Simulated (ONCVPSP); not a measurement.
**Te (Z = 52): variants of one ONCV potential**

Base potential:

Te (Z = 52), optimised norm-conserving Vanderbilt (ONCV), made with ONCVPSP 4.0.1 (PBE, scalar-relativistic). Core [Kr], reference 4d10 5s1 5p5. Waves: 5s: rc 1.65 bohr, ncon 4, nbas 7, qcut 3.3 1/bohr, 2 projectors, debl 1.1 Ha; 5p: rc 1.70 bohr, ncon 5, nbas 9, qcut 5.8 1/bohr, 2 projectors, debl 3.7 Ha; 4d: rc 1.40 bohr, ncon 4, nbas 8, qcut 9 1/bohr, 2 projectors, debl 2 Ha. Local part: polynomial inside 1.10 bohr (lpopt 5, dvloc0 4 Ha). Core correction: Teter function, fcfact 5.5, rcfact 1.75.

All-electron outer shells of the reference configuration (PBE, scalar-relativistic, ld1.x):

```csv
shell,level (eV),outermost node (bohr),outermost maximum (bohr)
4s,-165.80,0.38,0.70
4p,-115.81,0.38,0.74
4d,-43.00,0.36,0.81
5s,-15.86,0.91,1.77
5p,-6.50,1.00,2.14
```

Cutoffs, loose and tight: the cutoffs (Ha) at which the residual kinetic energy of the hardest occupied pseudo-wave falls to 1 and 0.1 mHa per electron. They do not see the model core or the augmentation charge, which bear on the density cutoff. Test errors are all-electron minus pseudo excitation energies from the reference, over the configurations 4d10 5s2 5p4; 4d10 5s2 5p3; 4d10 5s2 5p2; 4d10 5s1 5p4. A dash means not determined; rows that change the core or the reference have their own tests.

A true bound ghost makes a file unfit for plane-wave use even where its test errors are small: the radial tests pick states by their node count and pass the ghost by.

```tsv
change	outcome	cutoff, loose	cutoff, tight	bound ghosts	GHOST(+) flags above zero	largest test error (meV)
base	generated	52 Ha	88 Ha	s, p	p	-15
core correction Teter function, fcfact 1.5, rcfact 1.75	generated	52 Ha	88 Ha	s, p	p	-7.3
core correction Teter function, fcfact 2.1, rcfact 1.75	generated	52 Ha	88 Ha	s, p	p	-8.3
core correction Teter function, fcfact 3, rcfact 1.75	generated	52 Ha	88 Ha	s, p	p	-10.0
core correction Teter function, fcfact 3.5, rcfact 1.75	generated	52 Ha	88 Ha	s, p	p	-11
core correction Teter function, fcfact 4.1, rcfact 1.75	generated	52 Ha	88 Ha	s, p	p	-12
core correction Teter function, fcfact 5, rcfact 1.75	generated	52 Ha	88 Ha	s, p	p	-14
core correction Teter function, fcfact 5.7, rcfact 1.75	generated	52 Ha	88 Ha	s, p	p	-15
core correction Teter function, fcfact 6.5, rcfact 1.75	generated	52 Ha	88 Ha	s, p	p	-16
core correction Teter function, fcfact 7.1, rcfact 1.75	generated	52 Ha	88 Ha	s, p	p	-18
core correction Teter function, fcfact 7.5, rcfact 1.75	generated	52 Ha	88 Ha	s, p	p	-18
```

Reading the sweep of the fcfact (base included, trends over the rows without a ghost): Bound ghosts are found at 1.5, 2.1, 3, 3.5, 4.1, 5, 5.5, 5.7, 6.5, 7.1, 7.5. Every judged row has one, so this setting neither creates nor removes them.
